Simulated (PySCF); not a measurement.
## What settings do to a single point of [Bi(NH3)]3+

The sound run of [Bi(NH3)]3+ (singlet) uses PySCF 2.14.0, RKS BP86, Bi def2-SVP with ECP60, N def2-SVP, H def2-SVP; non-relativistic Hamiltonian with scalar-relativistic core potentials where named; density fitting; no spin-orbit coupling, grid (50, 194), threshold 1e-8 Eh and 55 cycles, at the relaxed geometry:

```xyz
5

Bi    0.0000    0.0000   -0.1893
N     0.0000    0.0000    2.1636
H     0.9794    0.0000    2.5814
H    -0.4897    0.8481    2.5814
H    -0.4897   -0.8482    2.5814
```

There Bi1 has a Mulliken charge of 2.31 e and the dipole about the centre of mass is 7.63 D. Each run below changes one thing and starts from free metal ions and neutral atoms unless it says otherwise; with 55 cycles, smearing, a level shift and second-order steps follow where DIIS fails, and their cycles count. Energy shifts count from the sound run.

```tsv
change	outcome	cycles	energy shift (eV)	largest force component (eV/Å)	charge on Bi1 (e)	dipole about the centre of mass (D)
grid (99, 590)	converged	11	-0.0013	0.00	2.31	7.63
start from the bare core Hamiltonian, limit 86 cycles	converged	13	0.0000	0.00	2.31	7.63
```

Question: One further run converged with energy shift (eV) 62.49, largest force component (eV/Å) 240.27, charge on Bi1 (e) 2.22, dipole about the centre of mass (D) 12.51. Which change was it?
A. all coordinates × 1.12
B. N2 put 1.1 Å from Bi1, limit 95 cycles
C. threshold 0.001

Answer: B.

Question: And the other changes listed?

Answer: 
```json
{"change": "threshold 0.001", "outcome": "converged", "cycles": "9", "energy shift (eV)": "0.0000", "largest force component (eV/Å)": "0.01", "charge on Bi1 (e)": "2.31", "dipole about the centre of mass (D)": "7.65"}
{"change": "all coordinates × 1.12", "outcome": "converged", "cycles": "13", "energy shift (eV)": "0.91", "largest force component (eV/Å)": "2.71", "charge on Bi1 (e)": "2.26", "dipole about the centre of mass (D)": "8.93"}
```

Unsound on purpose, so not properties of the compound: N2 put 1.1 Å from Bi1, limit 95 cycles.

Forces carry noise of the integration grid, about 0.01 to 0.03 eV/Å.
